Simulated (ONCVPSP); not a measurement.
What the settings do to the ONCV potential of Pb (Z = 82)

Base potential:

ONCVPSP 4.0.1 input, shortened (lines: element, Z, core and valence counts, functional; n l f; lmax; l rc ep ncon nbas qcut; lloc lpopt rc5 dvloc0; l nproj debl; icmod fcfact rcfact), PBE, scalar-relativistic:

```
  Pb 82.00   10    5        4      upf
    1    0    2.00
    2    0    2.00
    2    1    6.00
    3    0    2.00
    3    1    6.00
    3    2   10.00
    4    0    2.00
    4    1    6.00
    4    2   10.00
    4    3   14.00
    5    0    2.00
    5    1    6.00
    5    2   10.00
    6    0    2.00
    6    1    1.00
    2
    0    1.40    0.00    3    8    6.80
    1    1.25    0.00    4    7   10.10
    2    1.60    0.00    4    9   11.70
    4    5    0.80    0.00
    0    2    0.30
    1    3    2.30
    2    2    3.60
    1    0.60    0.00
```

All-electron outer shells of the reference configuration (PBE, scalar-relativistic, ld1.x):

```json
{"shell": "4d", "level (eV)": "-409.80", "outermost node (bohr)": "0.19", "outermost maximum (bohr)": "0.39"}
{"shell": "5s", "level (eV)": "-151.86", "outermost node (bohr)": "0.45", "outermost maximum (bohr)": "0.79"}
{"shell": "4f", "level (eV)": "-140.60", "outermost node (bohr)": "–", "outermost maximum (bohr)": "0.35"}
{"shell": "5p", "level (eV)": "-93.54", "outermost node (bohr)": "0.49", "outermost maximum (bohr)": "0.88"}
{"shell": "5d", "level (eV)": "-28.85", "outermost node (bohr)": "0.52", "outermost maximum (bohr)": "1.07"}
{"shell": "6s", "level (eV)": "-19.23", "outermost node (bohr)": "1.01", "outermost maximum (bohr)": "1.95"}
{"shell": "6p", "level (eV)": "-9.86", "outermost node (bohr)": "1.18", "outermost maximum (bohr)": "2.50"}
```

Cutoffs, loose and tight: the cutoffs (Ha) at which the residual kinetic energy of the hardest occupied pseudo-wave falls to 1 and 0.1 mHa per electron. They do not see the model core or the augmentation charge, which bear on the density cutoff. Test errors are all-electron minus pseudo excitation energies from the reference, over the configurations 5s2 5p6 5d10 6s2 6p2; 5s2 5p6 5d10 6s2 6p0; 5s2 5p6 5d10 6s1 6p0; 5s2 5p6 5d9 6s2 6p3. A dash means not determined; rows that change the core or the reference have their own tests.

1 further variants are left out, since the program set their typed debl aside.

A true bound ghost makes a file unfit for plane-wave use even where its test errors are small: the radial tests pick states by their node count and pass the ghost by.

```csv
change,outcome,"cutoff, loose","cutoff, tight",bound ghosts,GHOST(+) flags above zero,largest test error (meV)
base,generated,41 Ha,52 Ha,s,p,-22
d: qcut 12.6,generated,41 Ha,52 Ha,s,p,-22
"reference 5s2 5p6 5d10 6s1.75 6p2.25; d: rc 1.25, qcut 15",generated,44 Ha,57 Ha,s,p,-11
"core [Xe] 4f14, valence charge 14; reference 5d10 6s2 6p2; waves now 6s: rc 1.50 bohr, ncon 3, nbas 8, qcut 4.1 1/bohr, 2 projectors, debl 0.9 Ha; 6p: rc 2.00 bohr, ncon 4, nbas 6, qcut 4.5 1/bohr, 2 projectors, debl 1.6 Ha; 5d: rc 1.35 bohr, ncon 4, nbas 9, qcut 7.1 1/bohr, 1 projector; local potential polynomial inside 1.35 bohr (lpopt 5, dvloc0 -1 Ha)","failed: test_data: must have ncon+3 <= nbas <= ncon+5, l= 1",–,–,–,–,–
d: rc 1.32,generated,41 Ha,52 Ha,s,p,-22
s: qcut 6.9,generated,41 Ha,48 Ha,s,p,-22
"local potential polynomial inside 0.80 bohr (lpopt 5, dvloc0 -0.5 Ha)",generated,41 Ha,52 Ha,s,p,-21
"core correction polynomial model core, fcfact 0.96",generated,41 Ha,52 Ha,s,p,-22
```

What comes out with this change to the base: all radii but the core radius scaled by about 0.76 (s 1.06, p 0.96, d 1.22 bohr); local potential polynomial inside 0.60 bohr (lpopt 5, dvloc0 0 Ha)?

outcome: generated; bound ghosts: s, p; GHOST(+) flags above zero: p, d; largest test error (meV): -22.
